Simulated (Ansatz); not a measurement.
Consider the redistribution: `[F][GaH][SeH]` + `[F][SnH]([F])[F]` → `[F][GaH2]` + `[F][Sn]([F])([F])[SeH]`.

Program: Ansatz. Geometries: PBE0-D4/def2-TZVP. ΔE: electronic, gas phase. CBS: MP2 limit from def2 TZ/QZ plus the TZ coupled-cluster correction, frozen cores. DFT in def2-TZVPP. HSE06 is defined as in plane-wave codes. Elements past krypton have def2 core potentials. For Ga, Se, Sn outer-core shells are correlated without core-valence functions, which leaves a few kJ/mol of doubt a bond. Scalar relativity is left out up to krypton. Each species was taken in one conformer, which may not be the lowest.

```csv
level,ΔE (kJ/mol)
r2SCAN-D4,34.0
r2SCANh-D4,35.1
HSE06-D4,34.3
CAM-B3LYP-D4,33.2
revPBE,31.1
RPA@PBE/def2-TZVPP,36.6
CCSD(T)/def2-SVP,36.4
CCSD/CBS(def2),33.3
```

**Question.** What does CCSD(T)/CBS give? (An estimate is asked.)

**Answer.** The calculation gave: +32.3 kJ/mol. The listed levels differ from it by 1.7, 2.8, 2.0, 0.9, -1.2, 4.3, 4.1, 1.0 kJ/mol.

Largest T1 diagnostic among the species: 0.015.

Leaving LDA and LC-ωPBE aside and taking each functional with its dispersion term where it has one, the values, not all of them listed here, spread over 10.9 kJ/mol, from BLYP-D4 to PBE-QIDH. LDA lies +4.5 kJ/mol from PBE without D4. From BLYP to BHLYP (50 % exact exchange), in def2-TZVPP and without D4, ΔE moves by +6.7 kJ/mol. At CCSD(T), def2-SVP lies +4.1 kJ/mol from the extrapolated value and def2-TZVPP +6.6 kJ/mol.
